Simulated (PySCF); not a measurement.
## Spin-rotation constants: `InChI=1S/C5H10BN/c1-3-5(2)4-7(5)6/h3H,1,4,6H2,2H3/t5-,7?/m0/s1`

Geometry (Å), atoms numbered from 1 in this order:
```xyz
17

B    -1.724    1.424    0.303
N    -0.875    0.373    0.469
C    -0.320   -0.607    1.335
C     0.101   -0.496   -0.102
C    -0.386   -1.545   -1.081
C     1.446    0.060   -0.409
C     1.864    1.255   -0.030
H    -2.366    1.781    1.217
H    -1.785    1.933   -0.752
H    -0.960   -1.430    1.635
H     0.359   -0.263    2.108
H     0.272   -2.412   -1.066
H    -1.394   -1.862   -0.825
H    -0.401   -1.134   -2.089
H     2.086   -0.599   -0.980
H     2.851    1.614   -0.268
H     1.226    1.922    0.526
```

Theory: GIAO PBE0/pcSseg-1 magnetisability, rotational g tensor and spin-rotation constants, non-relativistic, gas phase in PySCF. Geometry: GFN2-xTB.

**Question.** Give the nuclear spin-rotation constants along the inertial axes (H = +C I·J) beside the isotropic shieldings.

**Answer.** Rotational constants 3.2066, 2.6803, 1.9442 GHz. A star marks the isotopologue with that one atom substituted, in its own axes.
| atom | isotope | Caa (kHz) | Cbb (kHz) | Ccc (kHz) | mean (kHz) | σ (ppm) |
| --- | --- | --- | --- | --- | --- | --- |
| B1 | 11B | 0.775 | 0.644 | 0.616 | 0.678 | 67.5 |
| N2 | 14N | 0.234 | 0.191 | 0.255 | 0.226 | 117.5 |
| H8 | 1H | -0.030 | -0.099 | -0.117 | -0.082 | 26.5 |
| H9 | 1H | -0.274 | -0.238 | 0.131 | -0.127 | 26.6 |
| H10 | 1H | -0.162 | -0.165 | -0.147 | -0.158 | 29.6 |
| H11 | 1H | -0.276 | -0.208 | -0.056 | -0.180 | 29.8 |
| H12 | 1H | -0.232 | -0.084 | -0.170 | -0.162 | 29.9 |
| H13 | 1H | 0.044 | -0.287 | -0.228 | -0.157 | 31.0 |
| H14 | 1H | -0.335 | -0.298 | 0.055 | -0.193 | 29.8 |
| H15 | 1H | -0.005 | 0.016 | -0.221 | -0.070 | 25.3 |
| H16 | 1H | 0.265 | -0.256 | -0.220 | -0.070 | 26.3 |
| H17 | 1H | -0.057 | 0.024 | -0.225 | -0.086 | 26.3 |
| C3 | 13C* | 0.456 | 0.395 | 0.476 | 0.443 | 144.0 |
| C4 | 13C* | 0.519 | 0.421 | 0.389 | 0.443 | 147.7 |
| C5 | 13C* | 0.461 | 0.366 | 0.348 | 0.392 | 160.6 |
| C6 | 13C* | 1.575 | 0.988 | 0.307 | 0.957 | 39.0 |
| C7 | 13C* | 1.466 | 0.828 | 0.233 | 0.842 | 66.7 |

For the geometry as given, no vibrational averaging.

**Question.** How do the rotational constants and the g tensor change when H8, H9, H10, H11, H12, H13, H14, H15, H16, H17 are replaced by deuterium?

**Answer.** Constants 2.5257, 2.2067, 1.5997 GHz; g -0.0160, -0.0147, -0.0074, against -0.0205, -0.0177, -0.0090 before.
